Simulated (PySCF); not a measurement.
PySCF input for C4, SMILES [C]1[C+]2[C][C-]12 (connectivity only; charge and spin as stated), neutral, multiplicity 1, PBE0/pcSseg-2. Geometry optimised at B3LYP-D3(BJ)/def2-TZVP.

```python
import numpy as np
from pyscf import gto, scf, dft
from pyscf.prop.nmr import rks as nmr

mol = gto.M(
    atom='''
    C     0.00000000    0.74655064    0.00000000
    C     0.00000000   -0.74655064    0.00000000
    C     0.00000000    0.00000000   -1.23322697
    C     0.00000000    0.00000000    1.23322697
    ''',
    basis='pcSseg-2',
    charge=0,
    spin=0,
    max_memory=1600,
    verbose=3,
)
mf = dft.RKS(mol, xc='pbe0')
mf.grids.level = 3
mf.conv_tol = 1e-10
mf.max_cycle = 100
mf.kernel()
n = nmr.NMR(mf)
n.verbose = 2
n.max_cycle_cphf = 60
sigma = n.kernel()
print('atom   isotropic/ppm   span/ppm')
for i, s in enumerate(sigma):
    w = np.linalg.eigvalsh((s + s.T) / 2)
    print(f'{mol.atom_symbol(i):2s}{i + 1:3d} {w.mean():14.3f} {w[2] - w[0]:11.3f}')
```

It prints:

```
converged SCF energy = -151.932371740791
atom   isotropic/ppm   span/ppm
C   1       -118.234     541.385
C   2       -118.234     541.385
C   3       -218.701     423.579
C   4       -218.701     423.579
```

The run converged.
